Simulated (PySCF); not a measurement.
Computed IR spectrum (relative IR intensity) of a molecule C₃H₉FSi. The structure is a stationary point at PBE-D3(BJ)/def2-SVP. One conformer was computed; it need not be the lowest. All values below come from PBE-D3(BJ)/def2-SVP run with PySCF 2.14.0. Frequencies are harmonic and unscaled.

```
ν (cm⁻¹)  relative intensity
--------  ------------------
224                      3.4
309                      3.0
587                      4.0
617                      3.4
687                       11
739                      7.0
752                       53
801                       11
859                      100
890                       87
951                       19
954                       16
1021                      14
1214                     5.6
1220                      22
1385                     5.1
1425                     3.0
1430                     4.4
2154                      91
2964                      16
2970                     7.7
3048                      27
3073                     2.3
```

Problem. Pick the molecule that these values belong to.
A) CC[Si@H](C)F
B) C[Si](C)(C)F
C) C[SiH2][C@@H](C)F
D) CC(C)[SiH2]F

Solution. A, CC[Si@H](C)F
